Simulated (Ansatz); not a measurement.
A nudged elastic band was laid between two geometries of C₂H₅NaSi (9 atoms, charge 0, multiplicity 1).

The calculation used RKS LDA/def2-SVP (Ansatz).

```json
{
  "movable images": "5",
  "climbing image": "yes",
  "spring": "5.0 eV/Å²",
  "optimiser": "quadratic models (default)",
  "start path": "IDPP",
  "force threshold": "0.03 eV/Å",
  "iteration limit": "60",
  "end points": "relaxed"
}
```

First end point:

```xyz
9
Properties=species:S:1:pos:R:3
Na -1.996 2.882 0.913
C -0.750 1.266 -0.071
C -0.263 0.181 0.571
Si 0.758 -1.124 -0.279
H -0.485 1.308 -1.157
H -0.459 0.025 1.657
H 2.142 -1.287 0.317
H 0.137 -2.505 -0.219
H 0.917 -0.746 -1.732
```

Last end point:

```xyz
9
Properties=species:S:1:pos:R:3
Na -2.687 1.957 1.440
C -1.342 0.473 0.381
C 0.007 0.543 0.365
Si 1.075 -0.700 -0.520
H -1.759 -0.397 -0.185
H 0.542 1.366 0.893
H 2.035 -1.429 0.398
H 0.183 -1.729 -1.174
H 1.947 -0.084 -1.596
```

(1) Which bonds break or form, and what moves?

(2) What energy profile does the band end with?

(3) What is the geometry of the highest image?

(4) What are the harmonic wavenumbers there?

## Answers

(1) No bond is made or broken. The dihedral C2–C3–Si4–H8 goes from -120 to 0°. The two ends are copies of one structure, up to a mirror image or an exchange of like atoms.

(2) The run converged. The highest image is number 3 of 0 to 6, 0.049 eV above the ends, which have the same energy within 2 meV. A vibrational analysis at the climbing image gives one clearly imaginary mode, 121i cm⁻¹: a first-order saddle point.

| image | path coordinate (Å) | energy (eV) | dihedral C2–C3–Si4–H8 (°) |
| --- | --- | --- | --- |
| 0 | 0.00 | 0.000 | -120 |
| 1 | 0.61 | 0.013 | -99 |
| 2 | 1.21 | 0.038 | -78 |
| 3 | 1.82 | 0.049 | -58 |
| 4 | 2.40 | 0.036 | -39 |
| 5 | 2.99 | 0.012 | -20 |
| 6 | 3.58 | 0.000 | 0 |

(3) 
```xyz
9
Properties=species:S:1:pos:R:3
Na -2.432 2.458 1.055
C -1.162 0.896 0.018
C -0.050 0.357 0.564
Si 0.962 -0.927 -0.339
H -1.415 0.510 -1.001
H 0.303 0.662 1.575
H 2.152 -1.413 0.463
H 0.138 -2.146 -0.687
H 1.504 -0.397 -1.648
```

(4) 121i, 93, 96, 193, 422, 523, 586, 668, 735, 871, 888, 896, 1006, 1059, 1202, 1540, 2113, 2125, 2127, 2933, 2977 cm⁻¹.

Run time: 74 s on 1 thread of Arm Neoverse V1, with other jobs on the host, peak memory 0.12 GiB.
